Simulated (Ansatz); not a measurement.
H3P, triplet, at a GFN2-xTB geometry (a higher spin typed on purpose: for a closed-shell molecule this is an excited state), atoms displaced at random by about 0.03 Å a coordinate; HF/STO-3G, gradient run with Ansatz (an electronic-structure program).

Input for Ansatz:
Ansatz 0.2 input:
```yaml
crystal:
  periodic: [false, false, false]
  atoms:
    - {symbol: P, position_ang: [0.01568875, 0.01897138, -0.01752152]}
    - {symbol: H, position_ang: [0.12211141, 1.51971860, 0.04616125]}
    - {symbol: H, position_ang: [1.28096207, -0.08183893, -0.29873806]}
    - {symbol: H, position_ang: [-0.18056003, -1.52120304, -0.05771002]}
basis:
  gaussian:
    orbitals: STO-3G
hamiltonian:
  xc: hf
magnetization: {spin_polarized: true, initial_magnetization: 2}
output: {forces: true}
```

Output, abridged:

```
Functional definition: HF
130 factors; integrals over basis functions are off by at most 2.3e-5 eV
mean field evaluation 1: about -9209.6833 eV, gradient 4.7e0 eV
mean field evaluation 2: about -9209.7191 eV, gradient 4.7e0 eV
mean field evaluation 4: about -9210.0647 eV, gradient 6.0e-1 eV
mean field evaluation 8: about -9210.0726 eV, gradient 1.2e-5 eV
mean field -9210.07263977 eV, -338.4639267000 hartree, gradient 2.0e-5 eV, S^2 2.039680; 0 other end points of the search recorded, 0 dependent functions left out
the calculation of the forces begins
reference -9210.07263977 eV, -338.4639267000 hartree; 10, 8 occupied and 2, 4 virtual orbitals, 130 factors
Total energy: -9210.07263977 eV, -338.4639267000 hartree
Atom 0 at     0.015689     0.018971    -0.017522 Å, force    -3.484797     0.598909     0.821863 eV/Å
Atom 1 at     0.122111     1.519719     0.046161 Å, force     0.157251     0.261375    -0.034711 eV/Å
Atom 2 at     1.280962    -0.081839    -0.298738 Å, force     3.143901    -0.383459    -0.706296 eV/Å
Atom 3 at    -0.180560    -1.521203    -0.057710 Å, force     0.183644    -0.476825    -0.080857 eV/Å
Dipole moment:     0.076572     0.018269    -0.017059 e Å
```
